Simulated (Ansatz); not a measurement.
Cost and result up the ladder for TcO₃F (5 atoms). Charge 0, multiplicity 1. Geometry: r2SCAN-D4/def2-SVP.

Cartesian coordinates in Å:
```
Tc 0.013 0.018 -0.011
O -0.996 0.986 -0.929
O 0.769 0.959 1.147
O 1.173 -0.662 -1.006
F -0.960 -1.301 0.799
```

Ansatz on 4 threads of Intel Xeon Platinum 8259CL on a shared host. Times are rough, and most runs start from the orbitals of an earlier one. No level here is sound enough to serve as a yardstick. Binding counts from free atoms at the same level (Tc sextet, O triplet, F doublet; other spins of the atoms weren't run), without zero-point energy or a counterpoise term.

In the def2 sets Tc takes a core potential; there is no spin–orbit coupling. HSE06 is defined as in plane-wave codes, on full-range PBE exchange. Correlated methods freeze 4 core orbitals; core or outer-core shells of Tc are correlated, in sets that lack core-valence functions.

Run but left out: BHLYP-D4/def2-TZVP, B2PLYP/def2-TZVP (restricted singlet, unstable in another Hartree–Fock run and untested here); MP2/def2-TZVP, CCSD(T)/def2-TZVPP (restricted singlet, unstable towards broken spin symmetry).

Correlated methods converge slowly with the basis.

```
                          level  functions  wall time  binding energy per atom (eV)                        remarks
                PBE-D4/def2-SVP         87      0.7 s                          5.12  restricted SCF unstable in HF
               PBE0-D4/def2-SVP         87     0.75 s                          4.31  restricted SCF unstable in HF
               PBE-D4/def2-TZVP        164      1.5 s                          5.04                              –
             HSE06-D4/def2-TZVP        164      1.7 s                          4.29  restricted SCF unstable in HF
              PBE0-D4/def2-TZVP        164      1.9 s                          4.28  restricted SCF unstable in HF
         CAM-B3LYP-D4/def2-TZVP        164        2 s                          4.27  restricted SCF unstable in HF
            r2SCAN-D4/def2-TZVP        164        2 s                          4.63  restricted SCF unstable in HF
              RPA@PBE/def2-TZVP        164      3.3 s                          4.10                              –
               B97M-V/def2-TZVP        164      3.5 s                          4.45  restricted SCF unstable in HF
              ωB97X-V/def2-TZVP        164      4.2 s                          4.31  restricted SCF unstable in HF
ωB97M-V/def2-TZVP (with forces)        164      5.5 s                          4.15  restricted SCF unstable in HF
```
